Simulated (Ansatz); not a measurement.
CH4ClIOSi (`CO[SiH](Cl)I`) at its PBE0-D4/def2-TZVP geometry, where that method's forces vanish. Total charge 0; spin multiplicity 1. I takes the def2 core potential.

```csv
atom,x (Å),y (Å),z (Å)
C1,-1.0798,0.6509,-0.7192
O2,0.0970,0.7401,0.0639
Si3,0.8740,-0.5266,0.7091
Cl4,1.3734,-1.8753,-0.7496
I5,2.8571,0.3385,1.7801
H6,-0.8939,0.0925,-1.6407
H7,-1.8897,0.1664,-0.1646
H8,-1.3850,1.6658,-0.9731
H9,0.0468,-1.2521,1.6942
```

(1) For each bond, give half the difference of the two atoms' forces along it (eV/Å; positive pushes the atoms apart) under PBE-D4, r2SCAN-D4, B3LYP-D4, ωB97M-V in def2-TZVPP. (Estimate.)

Answers

(1) Ansatz gave: 
```tsv
bond	length (Å)	PBE-D4	r2SCAN-D4	B3LYP-D4	ωB97M-V
C1–O2	1.416	0.21	0.31	0.30	0.28
C1–H6	1.093	0.08	-0.07	-0.09	-0.11
C1–H7	1.095	0.07	-0.07	-0.08	-0.10
C1–H8	1.090	0.09	-0.06	-0.12	-0.11
O2–Si3	1.620	0.33	-0.03	0.00	0.01
Si3–Cl4	2.048	0.15	0.05	0.19	0.06
Si3–I5	2.414	0.06	0.06	0.15	-0.05
Si3–H9	1.477	0.00	-0.05	-0.18	-0.20
```

B3LYP here is the variant with VWN-RPA as its local correlation; programs differ in this.
